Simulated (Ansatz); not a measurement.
Basis-set series for CH5AlNP. Charge 0, multiplicity 1. The bonds changed during the relaxation, so this is another structure than the one it started from. The geometry is a stationary point of PBE0-D4/def2-TZVP. It is one conformer, not always the lowest.

```xyz
9

C    -1.187    0.696    0.910
N    -0.428    0.090    0.102
P    -0.181    0.531   -1.625
Al    1.379   -0.571   -0.181
H    -1.115    0.493    1.978
H    -1.923    1.425    0.564
H    -0.418   -0.813   -2.038
H     1.468   -2.139   -0.379
H     2.406    0.287    0.669
```

| functional | basis | functions | energy (Eh) | HOMO (eV) | LUMO (eV) |
| --- | --- | --- | --- | --- | --- |
| PBE0-D4 | def2-SVP | 89 | -679.01580 | -6.58 | -1.83 |
| PBE0-D4 | def2-QZVPP | 404 | -679.34983 | -6.60 | -2.00 |
| ωB97M-V | def2-SVP | 89 | -679.28202 | -8.50 | 0.45 |
| ωB97M-V | def2-QZVPP | 404 | -679.61928 | -8.56 | 0.10 |

Task: Give the rows for def2-TZVPP. (Estimate.)

Result: Ansatz gave: 
| functional | basis | functions | energy (Eh) | HOMO (eV) | LUMO (eV) |
| --- | --- | --- | --- | --- | --- |
| PBE0-D4 | def2-TZVPP | 216 | -679.32628 | -6.59 | -1.95 |
| ωB97M-V | def2-TZVPP | 216 | -679.59675 | -8.55 | 0.22 |

Positive LUMOs are unbound and depend on the basis.
